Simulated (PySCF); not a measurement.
# Simulated characterisation data

Calculated, not measured (PySCF 2.14): GIAO PBE0/pcSseg-1 shieldings, GFN2-xTB geometry. No solvent model, non-relativistic, one computed conformer, one averaged value for each set of equivalent atoms.

Shifts are taken against calculated references (same method and geometry level): ¹H (31.72 ppm), ¹³C (186.93 ppm) against TMS. Splittings of carbon signals by F and P are missing where no couplings were computed. Where no couplings were computed, multiplicities follow the n + 1 count of equivalent neighbours, and m marks all less simple cases (inequivalent or close neighbours, rings, F or P nearby). Shifts are as computed. Against solution values, carbons near 30 ppm lie about +3 ppm off and those near 130 ppm about +5 ppm. Of 1309 compounds with measured shifts, 239 miss one by over three times the rms of a fit or turn the order of signals round; such compounds aren't used in these exercises.

**1.** `[C@H]1(F)[C@H]2C=C(F)C[C@H]21`, C$_{6}$H$_{6}$F$_{2}$. ¹H NMR (400 MHz, computed): δ 5.12 (m, 1H), 4.51 (m, 1H), 2.88 (m, 1H), 2.78 (m, 1H), 1.90 (m, 1H), 1.43 (m, 1H). ¹³C{¹H} NMR (computed): δ 174.9 (C), 104.7 (CH), 74.4 (CH), 33.0 (CH2), 26.4 (CH), 19.1 (CH).

**2.** SMILES C(#CC(C)=O)[SiH2][Si@H]([SiH3])P, C$_{4}$H$_{11}$OPSi$_{3}$. ¹H NMR (400 MHz, computed): δ 4.60 (m, 1H), 4.50 (m, 1H), 4.37 (m, 1H), 3.55 (m, 3H), 2.37 (s, 3H), 1.47 (m, 2H). ¹³C{¹H} NMR (computed): δ 187.9 (C), 113.6 (C), 95.4 (C), 36.4 (CH3).

**3.** `InChI=1S/C6H6F2/c1-2-6(8)4-3-5-7/h2-5H,1H2/b5-3-,6-4+`. ¹H NMR (400 MHz, computed): δ 6.83 (m, 1H), 6.68 (m, 1H), 6.61 (m, 1H), 6.08 (m, 1H), 5.68 (m, 1H), 5.67 (m, 1H). ¹³C{¹H} NMR (computed): δ 167.3, 158.9, 130.6, 124.7, 111.3, 110.2.

**4.** `FCC#C/C=C\CF`, C$_{6}$H$_{6}$F$_{2}$. ¹H NMR (400 MHz, computed): δ 6.62 (m, 1H), 5.83 (m, 1H), 5.69 (m, 2H), 5.58 (m, 2H). ¹³C{¹H} NMR (computed): δ 152.1 (CH), 113.6 (CH), 103.1 (C), 94.0 (C), 86.1 (CH2), 74.1 (CH2).
